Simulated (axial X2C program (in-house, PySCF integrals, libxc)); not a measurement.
**What spin–orbit coupling does to InBr⁻**

Computed with an axial X2C code built on PySCF integrals. Spin-free means the one-electron spin-free X2C Hamiltonian; two-component (2c) means X2C with spin–orbit coupling and atomic mean-field two-electron Coulomb and Gaunt terms, so the difference of the two also holds small scalar two-electron terms. Basis: In dyall-acv3z [12s13p10d5f1g], Br dyall-acv3z [9s10p7d5f1g] (cores contracted in-house); Gaussian nuclei, density fitting, unrestricted open shells. Masses: In 114.904 u, Br 78.918 u.

Spin-free state: M_S = 1/2, Λ = 1 (beyond evenly filled blocks: π+α); fragments In + Br-.

```json
{"level": "PBE0", "Re (Å)": "2.736", "ωe (cm⁻¹)": "150.6", "De (eV)": "1.225", "μ (D)": "-0.02"}
{"level": "HF", "Re (Å)": "2.820", "ωe (cm⁻¹)": "128.9", "De (eV)": "0.867", "μ (D)": "-0.62"}
{"level": "MP2", "Re (Å)": "2.772", "ωe (cm⁻¹)": "147.0", "De (eV)": "1.188", "μ (D)": "n/a"}
{"level": "CCSD", "Re (Å)": "2.788", "ωe (cm⁻¹)": "142.2", "De (eV)": "1.159", "μ (D)": "n/a"}
{"level": "CCSD(T)", "Re (Å)": "2.784", "ωe (cm⁻¹)": "144.5", "De (eV)": "1.192", "μ (D)": "n/a"}
{"level": "PBE50", "Re (Å)": "2.722", "ωe (cm⁻¹)": "153.2", "De (eV)": "1.200", "μ (D)": "-0.15"}
```

Correlated methods: 11 electrons correlated (number of frozen shells: In 4 s, 3 p, 2 d; Br 3 s, 2 p, 1 d), 337 virtual spin orbitals or spinors in MP2, 90 natural virtuals in coupled cluster.

Dipoles are positive if Br is the positive end and refer to the centre of mass.

Task: Within this multiplet, which Ω should lie lowest by the rule for regular and inverted multiplets?

Result: The open π shell holds one electron, so the multiplet is regular: Ω = Λ − 1/2 = 1/2. The PBE0 2c search agrees.

Two-component determinant lowest at the distance of the search:

Ω = 1/2 (⟨Sz⟩ = -0.50, ⟨Lz⟩ = 1.00 at HF); fragments In + Br-.

```csv
level,Re (Å),ωe (cm⁻¹),De (eV),μ (D)
PBE0,2.743,148.5,n/a,-0.20
HF,2.831,126.3,0.752,-0.84
MP2,2.778,145.1,1.098,n/a
CCSD,2.795,140.3,1.072,n/a
CCSD(T),2.791,142.7,1.104,n/a
PBE50,2.728,151.3,n/a,-0.32
```

Task: From the two tables, how do the constants change at the CCSD(T) level (2c against spin-free)?

Result: At the CCSD(T) level Re increases by 0.007 Å and ωe falls by 1.8 cm⁻¹; De changes by -0.088 eV.

The state is a single determinant with fixed occupations, the lowest that a limited PBE0 search found. Dissociation energies refer to the lowest single-determinant-based atoms at the same level and basis. De is not given where an atomic determinant may have missed its ground term or J level, or where the truncated virtual space spoils (T). Density functionals use the spin component along the axis (collinear). CCSD and (T) use frozen natural virtuals with an MP2 correction for the truncation; (T) itself is uncorrected, so its De runs slightly low. The functionals have no current-density term, which raises determinants with orbital currents, atoms included. The highest occupied level of some functionals is positive through self-interaction error; at Hartree–Fock it is bound. With the outer-core shells frozen, correlated bond lengths of heavy atoms tend to come out a few hundredths of an ångström too long. Hartree–Fock gets electron affinities wrong, so its lowest charge split need not be the true one.
